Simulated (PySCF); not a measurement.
How methods differ on the ionisation energy of Au⁺

Au⁺ [Xe] 4f14 5d10 (1S) → Au²⁺ [Xe] 4f14 5d9 (2D), as a difference of total energies. Calculation: PySCF 2.14, in x2c-TZVPPall; the spin-free X2C one-electron Hamiltonian (Gaussian nucleus). Correlated levels: valence: [Xe] 4f14 frozen. The calculations carry no spin-orbit coupling.

```csv
method,ionisation energy (eV)
UHF,18.966
MP2 (valence),20.815
SCS-MP2 (valence),20.646
CCSD (valence),20.485
CCSD(T) (valence),20.581
```

**Question.** How much does correlation contribute at CCSD(T) (valence)?

**Answer.** 20.581 − (18.966) = 1.615 eV, measured against UHF.

A first-order spin-orbit estimate (lowest level to lowest level, LS coupling) adds -0.687 eV.

Errors of the correlated levels include the incompleteness of this basis and the frozen core.

For comparison: 20.203 ± 0.025 eV (measured; NIST Atomic Spectra Database, ionization energies).
